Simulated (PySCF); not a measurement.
## Solvent effects on NMR parameters

Bonds: C1-C2, C2-C3, C3-N4, C3-C5, C5-F6, C5-C7, C7-F8, C7-F9. C1 carries H10, H11; C2 carries H12; N4 carries H13.

GIAO PBE0/pcSseg-1 in PySCF 2.14.0 with density-fitted response routines on one PBE0-D3(BJ)/def2-SVP conformer, non-relativistic, equivalent nuclei averaged. Solvents enter as an IEF-PCM continuum (benzene with ε = 2.3, dimethylsulfoxide with ε = 46.8) around the gas-phase geometry. Shifts are referred to TMS, CFCl3 computed in the same medium.

In benzene, δ in ppm: C7 167.4, C3 165.1, C2 135.5, C1 135.2, C5 132.5, F9 -85.2, F8 -108.2, F6 -198.0, H13 9.89, H10 7.41, H12 6.88, H11 6.13. Dipole moment 0.71 D.

(1) How does each δ change in the more polar medium?

(2) Which nuclei move most (in ppm), and what does the model miss?

Results:

(1) 
```tsv
atoms	environment	Δδ, dimethylsulfoxide
C7	carbon bonded to C, 2 F	+1.2
C3	carbon bonded to 2 C, N	+1.6
C2	carbon bonded to 2 C, H	+1.2
C1	carbon bonded to C, 2 H	+0.6
C5	carbon bonded to 2 C, F	+0.8
F9	fluorine bonded to C	+3.1
F8	fluorine bonded to C	+5.5
F6	fluorine bonded to C	-0.5
H13	hydrogen on a nitrogen bonded to C	-0.15
H10	hydrogen on a carbon bonded to C	-0.06
H12	hydrogen on a carbon bonded to 2 C	+0.10
H11	hydrogen on a carbon bonded to C	+0.15
```

Changes are relative to benzene. The dipole moment becomes 0.97 D in dimethylsulfoxide.

(2) F8 (fluorine bonded to C, +5.5 ppm) in dimethylsulfoxide. A continuum only polarises the solute; specific hydrogen bonds, the anisotropy of aromatic solvents and changes of geometry or conformer are outside it.
